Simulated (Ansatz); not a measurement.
Ansatz (an electronic-structure program) input (PBE/6-31G*):

Ansatz 0.2 input:
```yaml
crystal:
  periodic: [false, false, false]
  atoms:
    - {symbol: N, position_ang: [-0.18320800, -0.06798200, -1.67848600]}
    - {symbol: Si, position_ang: [-0.01064500, -0.00903100, 0.01749800]}
    - {symbol: O, position_ang: [-1.12233400, -0.90631800, 0.80858500]}
    - {symbol: O, position_ang: [-0.22490300, 1.54387200, 0.51386000]}
    - {symbol: O, position_ang: [1.45939200, -0.62742300, 0.41796000]}
    - {symbol: H, position_ang: [-0.97033400, 0.39112700, -2.11073000]}
    - {symbol: H, position_ang: [0.04603200, -0.91911200, -2.16859900]}
    - {symbol: H, position_ang: [-1.08653500, -0.92093600, 1.76829100]}
    - {symbol: H, position_ang: [0.31118100, 2.22442400, 0.10085200]}
    - {symbol: H, position_ang: [2.23390900, -0.25424600, -0.00862400]}
basis:
  gaussian:
    orbitals: 6-31G*
hamiltonian:
  xc: {name: PBE}
relax: {f_tol: 0.003, max_steps: 120}
```

From the output:

```
mean field -15581.28440387 eV, -572.6016404684 hartree, gradient 5.9e-6 eV, S^2 0.000000; 0 other end points of the search recorded, 0 dependent functions left out
the calculation of the forces begins
reference -15581.28443745 eV, -572.6016417022 hartree; 25, 25 occupied and 64, 64 virtual orbitals, 1019 factors
relax step   7: F+E_penalty+E_count = -15581.28440387 eV  Δ(F+E_penalty+E_count) = -5.465e-5 eV  max|allowed force component| = 1.274e-2 eV/Å  Δτ_max = 0.0095 Å  (29 SCF iters, accepted)
these checks for a lower state are left out or cut short: starts, cluster_reference, orbital_swaps, neighbouring_geometries, increment
integrals: 0.04 GiB planned
1019 factors; their error is unknown
mean field: 0.22 GiB planned
mean field -15581.28441577 eV, -572.6016409058 hartree, gradient 6.5e-6 eV, S^2 0.000000; 0 other end points of the search recorded, 0 dependent functions left out
the calculation of the forces begins
reference -15581.28444935 eV, -572.6016421396 hartree; 25, 25 occupied and 64, 64 virtual orbitals, 1019 factors
relax step   8: F+E_penalty+E_count = -15581.28441577 eV  Δ(F+E_penalty+E_count) = -1.190e-5 eV  max|allowed force component| = 2.480e-3 eV/Å  Δτ_max = 0.0022 Å  (22 SCF iters, accepted)
integrals: 0.04 GiB planned
1019 factors; their error is unknown
mean field: 0.22 GiB planned
mean field -15581.28441577 eV, -572.6016409058 hartree, gradient 6.7e-6 eV, S^2 0.000000; 1 other end points of the search recorded, 0 dependent functions left out
the calculation of the forces begins
reference -15581.28444935 eV, -572.6016421396 hartree; 25, 25 occupied and 64, 64 virtual orbitals, 1019 factors
Total energy: -15581.28444935 eV, -572.6016421396 hartree
Atom 0 at    -0.146779    -0.038824    -1.698857 Å, force     0.000277     0.000105     0.002480 eV/Å
Atom 1 at    -0.009775    -0.008674     0.024698 Å, force     0.000342     0.000326    -0.001372 eV/Å
Atom 2 at    -1.152515    -0.929422     0.801606 Å, force     0.000306     0.000244    -0.000147 eV/Å
Atom 3 at    -0.243973     1.564663     0.540181 Å, force    -0.000073     0.001039    -0.000282 eV/Å
Atom 4 at     1.475870    -0.652459     0.442257 Å, force     0.000975    -0.000312    -0.000342 eV/Å
Atom 5 at    -0.980740     0.389878    -2.104441 Å, force    -0.000100    -0.000169     0.000132 eV/Å
Atom 6 at     0.042495    -0.929217    -2.162701 Å, force    -0.000183    -0.000062     0.000137 eV/Å
Atom 7 at    -1.072242    -0.910114     1.774298 Å, force    -0.000650    -0.000483    -0.000478 eV/Å
Atom 8 at     0.314588     2.216071     0.076188 Å, force    -0.000290    -0.000546    -0.000073 eV/Å
Atom 9 at     2.225625    -0.247527    -0.032622 Å, force    -0.000604    -0.000141    -0.000055 eV/Å
Dipole moment:     0.256413     0.213102    -0.321489 e Å
```

The geometry given is a B3LYP-D3(BJ)/def2-TZVP minimum.
